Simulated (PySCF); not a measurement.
Gas-phase equilibrium of 1 mol SO2, 16 mol O2 at 1200 K and 10.0 bar, among 11 species (S2O, SO2, O2, O, S2, S6, O3, SO, S8, S, SO3). Only gases are allowed; each row takes one source of thermochemistry for all species, and Cantera finds the minimum.

Method: PySCF energies plus ideal-gas RRHO corrections (1 bar). † marks an energy on the PBE0/def2-TZVP geometry and frequencies; other levels use their own. 6-31G* has spherical d functions here. Open shells (unrestricted) among the columns below: O2 (multiplicity 3), O (multiplicity 3, electronic degeneracy 9), S2 (multiplicity 3), SO (multiplicity 3), S (multiplicity 3, electronic degeneracy 9); the rest are closed-shell singlets. Spin-orbit splitting is ignored; it lowers the true energy and changes the entropy of O, S. The harmonic model lacks anharmonicity and excited electronic states, which grow with temperature; levels with a mode under 35 cm⁻¹ are left out.

Molecules larger than those listed are left out.

Mole fractions:

```
thermochemistry    x O2      x O  x SO2     x SO   x SO3      x S    x S2
-----------------  ----  -------  -----  -------  ------  -------  ------
BLYP/def2-TZVP†    0.94  4.1e-10  0.057   1.5e-9  0.0020   <1e-12  <1e-12
HF/6-31G*          0.23     0.74  0.010    0.026  2.6e-7  0.00013  2.1e-6
M06-2X/def2-TZVP†  0.94   6.0e-9  0.040  3.3e-10   0.019   <1e-12  <1e-12
PBE/def2-SVP       0.94  2.3e-11  0.059   1.9e-7  9.6e-5   <1e-12  <1e-12
PBE/def2-TZVP†     0.94  6.9e-11  0.042  2.3e-10   0.017   <1e-12  <1e-12
```
The most sensitive of these is O: it spans a factor of 10^10.5 over these rows; at this temperature one factor of ten is RT ln 10 = 23 kJ/mol.
